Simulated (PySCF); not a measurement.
BiI₃, charge -1, doublet, at a GFN2-xTB geometry (such geometries of metal compounds can be far from the true shape) (a state made from the parent by changing its charge; the spin is typed, not shown lowest) (core potentials on Bi, I); DF-HF/def2-SV(P) (PySCF).

The PySCF input:
```python
from pyscf import gto, scf

mol = gto.M(
    atom='''
Bi   -0.000000    0.000000    0.000000
I     0.508494   -2.928692   -0.041172
I     2.282312    1.904549    0.035280
I    -2.790806    1.024143    0.005891
''',
    basis='def2-sv(p)',
    ecp={'Bi': 'def2-sv(p)', 'I': 'def2-sv(p)'},
    charge=-1,
    spin=1,
    verbose=4,
)

mf = scf.UHF(mol)
mf = mf.density_fit(auxbasis='def2-universal-jkfit')
mf.kernel()
```

Predict the main parts of the log of this PySCF run.


```
PySCF version 2.14.0

[INPUT] verbose = 4
[INPUT] num. atoms = 4
[INPUT] num. electrons = 99
[INPUT] charge = -1
[INPUT] spin (= nelec alpha-beta = 2S) = 1
[INPUT] symmetry False subgroup None
[INPUT] Mole.unit = angstrom
[INPUT] Symbol           X                Y                Z      unit          X                Y                Z       unit  Magmom
[INPUT]  1 Bi     0.000000000000   0.000000000000   0.000000000000 AA    0.000000000000   0.000000000000   0.000000000000 Bohr   0.0
[INPUT]  2 I      0.508494000000  -2.928692000000  -0.041172000000 AA    0.960914395985  -5.534425783205  -0.077803804001 Bohr   0.0
[INPUT]  3 I      2.282312000000   1.904549000000   0.035280000000 AA    4.312944610808   3.599076000814   0.066669537675 Bohr   0.0
[INPUT]  4 I     -2.790806000000   1.024143000000   0.005891000000 AA   -5.273859006793   1.935349782390   0.011132376600 Bohr   0.0

nuclear repulsion = 499.75954898553
number of shells = 40
number of NR pGTOs = 244
number of NR cGTOs = 104
basis = def2-sv(p)
ecp = {'Bi': 'def2-sv(p)', 'I': 'def2-sv(p)'}

******** <class 'pyscf.df.df_jk.DFUHF'> ********
method = DFUHF
initial guess = minao
damping factor = 0
level_shift factor = 0
DIIS = <class 'pyscf.scf.diis.CDIIS'>
diis_start_cycle = 1
diis_space = 8
diis_damp = 0
SCF conv_tol = 1e-09
SCF conv_tol_grad = None
SCF max_cycles = 50
direct_scf = False
number electrons alpha = 50  beta = 49
Set gradient conv threshold to 3.16228e-05
******** <class 'pyscf.df.df.DF'> ********
auxbasis = def2-universal-jkfit
init E= -978.372892382676

cycle= 1 E= -1100.99178751944  delta_E= -123  |g|= 2.64  |ddm|= 12.7
cycle= 2 E= -1103.50486368448  delta_E= -2.51  |g|= 0.913  |ddm|= 6.24
cycle= 3 E= -1103.73279316991  delta_E= -0.228  |g|= 0.0408  |ddm|=  1.1
cycle= 4 E= -1103.73396655096  delta_E= -0.00117  |g|= 0.00882  |ddm|= 0.115
cycle= 5 E= -1103.73406525349  delta_E= -9.87e-05  |g|= 0.00319  |ddm|= 0.0262
cycle= 6 E= -1103.73408500257  delta_E= -1.97e-05  |g|= 0.00124  |ddm|= 0.0153
cycle= 7 E= -1103.73408897519  delta_E= -3.97e-06  |g|= 0.000732  |ddm|= 0.00387
cycle= 8 E= -1103.73409087053  delta_E= -1.9e-06  |g|= 0.000327  |ddm|= 0.00339
cycle= 9 E= -1103.73409138017  delta_E= -5.1e-07  |g|= 7.16e-05  |ddm|= 0.00237
cycle= 10 E= -1103.73409140004  delta_E= -1.99e-08  |g|= 2.03e-05  |ddm|= 0.000482
cycle= 11 E= -1103.73409140143  delta_E= -1.39e-09  |g|= 4.96e-06  |ddm|= 0.000112
cycle= 12 E= -1103.7340914015  delta_E= -7.48e-11  |g|= 1.41e-06  |ddm|= 2.55e-05
Extra cycle  E= -1103.7340914015  delta_E= 2.27e-13  |g|= 7.56e-07  |ddm|= 3.95e-06
converged SCF energy = -1103.7340914015  <S^2> = 0.76170965  2S+1 = 2.0116756
```
